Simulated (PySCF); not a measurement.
In(OH)2 (H2InO2), SMILES [OH][In][OH], multiplicity 2. Atoms are numbered in the order given.

```xyz
5

In     0.3073     0.0028     0.0000
O     -0.7303     1.7426     0.0000
H     -1.6777     1.5492     0.0000
O     -0.8902    -1.6431     0.0000
H     -0.4172    -2.4835     0.0000
```
Charge 0, spin multiplicity 2.

Geometry: B3LYP-D3(BJ)/def2-TZVP. The def2 effective core potentials stand for the cores of In; spin–orbit coupling is left out. The values are those of a single conformer.

The numbers are results of B3LYP-D3(BJ)/def2-TZVP (PySCF), not measurements.

Frequencies are harmonic and unscaled.

**Question.** List the normal modes with their intensities. (An estimate is asked for; the answer gives what the named calculation found.)

**Answer.** 
```json
[
 {"mode": "1", "ν (cm⁻¹)": "116", "IR (km/mol)": "11.8", "moving atoms (share of kinetic energy)": "O 75 %, In 14 %, H 11 %"},
 {"mode": "2", "ν (cm⁻¹)": "213", "IR (km/mol)": "163.1", "moving atoms (share of kinetic energy)": "H 89 %, O 10 %"},
 {"mode": "3", "ν (cm⁻¹)": "248", "IR (km/mol)": "22.6", "moving atoms (share of kinetic energy)": "H 91 %, O 8 %"},
 {"mode": "4", "ν (cm⁻¹)": "507", "IR (km/mol)": "30.5", "moving atoms (share of kinetic energy)": "O 88 %, In 9 %"},
 {"mode": "5", "ν (cm⁻¹)": "530", "IR (km/mol)": "85.5", "moving atoms (share of kinetic energy)": "O 83 %, In 16 %"},
 {"mode": "6", "ν (cm⁻¹)": "733", "IR (km/mol)": "85.3", "moving atoms (share of kinetic energy)": "H 92 %"},
 {"mode": "7", "ν (cm⁻¹)": "793", "IR (km/mol)": "27.9", "moving atoms (share of kinetic energy)": "H 93 %"},
 {"mode": "8", "ν (cm⁻¹)": "3772", "IR (km/mol)": "40.3", "moving atoms (share of kinetic energy)": "H 94 %"},
 {"mode": "9", "ν (cm⁻¹)": "3813", "IR (km/mol)": "57.7", "moving atoms (share of kinetic energy)": "H 94 %"}
]
```
